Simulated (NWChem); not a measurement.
GaPH4; SMILES [PH2][GaH2]

```xyz
6

Ga     0.0444     0.8589     0.0101
H     -1.3429     1.5855     0.2219
H      1.3646     1.6787    -0.2779
P      0.1046    -1.4717    -0.0942
H     -0.7542    -1.6807     1.0220
H      1.3166    -1.6112     0.6396
```
Atoms are numbered in this order, from 1.

Geometry: optimised at B3LYP/6-31G* (spherical d).

### Question
Give the principal values of the shielding tensors (ppm) of Ga1, P4 from B3LYP/6-31G* (spherical d), GIAO (NWChem), with their diamagnetic and paramagnetic parts as GIAO splits them.

### Answer
```
atom    σ11     σ22     σ33  isotropic  diamagnetic  paramagnetic
----  -----  ------  ------  ---------  -----------  ------------
Ga1   970.3  1335.5  1625.0     1310.3       2641.2       -1330.9
P4    498.2   554.3   618.7      557.1        966.8        -409.7
```
